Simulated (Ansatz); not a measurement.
Reaction (formal exchange of groups at the Si–S bond): 2 `CS[SiH](O)F` → `O[Si@H](F)[Si@H](O)F` + `CSSC`

Computed with Ansatz on PBE0-D4/def2-TZVP structures; ΔE is electronic, products minus reactants. CCSD(T)/CBS is the MP2 limit (def2-TZVPP, def2-QZVPP) plus CCSD(T) − MP2 in def2-TZVPP, frozen cores. Functionals use def2-TZVPP. B3LYP here is the variant with VWN-RPA as its local correlation; programs differ in this. Each species was taken in one conformer, which may not be the lowest.

Question: Is it downhill or uphill in electronic energy at CCSD(T)/CBS, and by how much? (Estimate.)

Answer: The calculation gave: Uphill: ΔE = +177.0 kJ/mol.

Question: What do these levels give: PBE-D4, r2SCAN-D4, PBE0-D4, B3LYP-D4, ωB97X-V, B2PLYP, PBE, SCS-MP2/def2-TZVPP, CCSD/def2-TZVPP, CCSD(T)/def2-TZVPP, MP2/def2-QZVPP, HF/CBS(def2)? (An estimate is asked.)

Answer: The calculation gave: PBE-D4 154.3, r2SCAN-D4 174.6, PBE0-D4 166.8, B3LYP-D4 164.7, ωB97X-V 172.3, B2PLYP 172.4, PBE 153.1, SCS-MP2/def2-TZVPP 181.8, CCSD/def2-TZVPP 180.5, CCSD(T)/def2-TZVPP 179.1, MP2/def2-QZVPP 186.2, HF/CBS(def2) 184.7 kJ/mol.

Largest T1 diagnostic among the species: 0.013.

From PBE to PBE0 (25 % exact exchange), in def2-TZVPP and without D4, ΔE moves by +12.9 kJ/mol.
